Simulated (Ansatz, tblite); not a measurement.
Removing and adding an electron: diphenyl sulfone, `O=S(=O)(c1ccccc1)c1ccccc1`. Charge 0, multiplicity 1. Geometry: r2SCAN-D4/def2-SVP. Ansatz, gas phase; energy differences of separate SCF runs; the oxidised species was run as a doublet alone; the reduced species was run as a doublet alone.

Cartesian coordinates in Å:
```
O -1.776 1.925 -0.951
S -1.500 0.491 -0.783
O -2.432 -0.548 -1.244
C 0.091 0.160 -1.552
C 0.365 -1.129 -2.015
C 1.600 -1.378 -2.619
C 2.533 -0.345 -2.759
C 2.235 0.945 -2.305
C 1.004 1.208 -1.700
C -1.209 0.206 0.969
C -0.824 1.280 1.775
C -0.608 1.053 3.137
C -0.784 -0.228 3.671
C -1.187 -1.288 2.852
C -1.408 -1.075 1.489
H -0.393 -1.911 -1.916
H 1.831 -2.380 -2.991
H 3.497 -0.544 -3.235
H 2.961 1.753 -2.432
H 0.735 2.211 -1.360
H -0.719 2.275 1.335
H -0.309 1.882 3.785
H -0.615 -0.399 4.738
H -1.339 -2.284 3.278
H -1.748 -1.880 0.831
```

The xTB rows come from tblite.

```csv
level,−HOMO (eV),vertical IE (eV),−LUMO (eV),vertical EA (eV),HOMO–LUMO gap (eV),IE − EA (eV),remarks
GFN2-xTB,10.93,13.26,7.36,5.12,3.57,8.14,–
PBE0-D4/def2-SVP,7.59,9.10,1.54,0.15,6.05,8.95,HOMO above zero (-1 doublet)
```

Q: Estimate the rows for GFN1-xTB, PBE-D4/def2-SVP.

A: 
| level | −HOMO (eV) | vertical IE (eV) | −LUMO (eV) | vertical EA (eV) | HOMO–LUMO gap (eV) | IE − EA (eV) | remarks |
| --- | --- | --- | --- | --- | --- | --- | --- |
| GFN1-xTB | 12.42 | 14.61 | 8.39 | 6.14 | 4.03 | 8.46 | – |
| PBE-D4/def2-SVP | 6.38 | 8.63 | 2.30 | 0.27 | 4.08 | 8.36 | HOMO above zero (-1 doublet) |

Relaxing the reduced species (r2SCAN-D4/def2-SVP) changes its energy by -0.19 eV at PBE-D4/def2-SVP, so the adiabatic electron affinity to this nearest minimum is 0.47 eV. At PBE0-D4/def2-SVP it is 0.33 eV. The highest occupied level of the relaxed charge -1 doublet lies above zero (up to 1.52 eV). By energy differences its removal costs 0.47 eV (each at its own geometry, to the charge 0 singlet, at PBE-D4/def2-SVP); self-interaction error and the lack of diffuse functions both raise the level.     A HOMO above zero means that the electron is unbound at that level or that self-interaction error raises the level; the energy of removing that electron tells which. Raw xTB energy differences between charge states are shifted by several eV; the methods need an empirical correction for them. Sets without diffuse functions give affinities that are too small.
